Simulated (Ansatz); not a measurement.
Start from `N#[C][SnH2][C]#N` and change one atom or group to get `N#[C][SnH3]`.

Ansatz, PBE0-D4/def2-TZVP geometries, multiplicity 1. 

Elements past krypton have def2 core potentials.

```
                                                                                  property  `N#[C][SnH2][C]#N`
                                                        LUMO energy (PBE0/def2-TZVPP) / eV               -1.24
                                                     LUMO energy (ωB97M-V/def2-TZVPP) / eV                0.43
ideal-gas entropy at 298 K and 1 bar (rigid rotor, harmonic PBE0-D4/def2-TZVP) / J/(mol·K)                 346
                                                       LUMO energy (B3LYP/def2-TZVPP) / eV               -1.49
                                                         HOMO energy (PBE/def2-TZVPP) / eV               -8.67
                                                      HOMO–LUMO gap (PBE0/def2-TZVPP) / eV                8.81
```

**Question.** Give the same properties after the change, and the shifts. (Estimate.)

**Answer.** Ansatz gave: 
| property | `N#[C][SnH3]` | shift |
| --- | --- | --- |
| LUMO energy (PBE0/def2-TZVPP) / eV | -0.35 | 0.89 |
| LUMO energy (ωB97M-V/def2-TZVPP) / eV | 1.03 | 0.60 |
| ideal-gas entropy at 298 K and 1 bar (rigid rotor, harmonic PBE0-D4/def2-TZVP) / J/(mol·K) | 291 | -55 |
| LUMO energy (B3LYP/def2-TZVPP) / eV | -0.60 | 0.89 |
| HOMO energy (PBE/def2-TZVPP) / eV | -8.23 | 0.44 |
| HOMO–LUMO gap (PBE0/def2-TZVPP) / eV | 9.18 | 0.37 |

With PBE0 the HOMO rises by 0.52 eV and the LUMO rises by 0.89 eV, so the gap widens by about 0.37 eV. PBE moves the HOMO by 0.44 eV and ωB97M-V by 0.53 eV. The zero-point energy changes by -3.9 kJ/mol with -3 modes.

B3LYP here is the variant with VWN-RPA as its local correlation; programs differ in this.
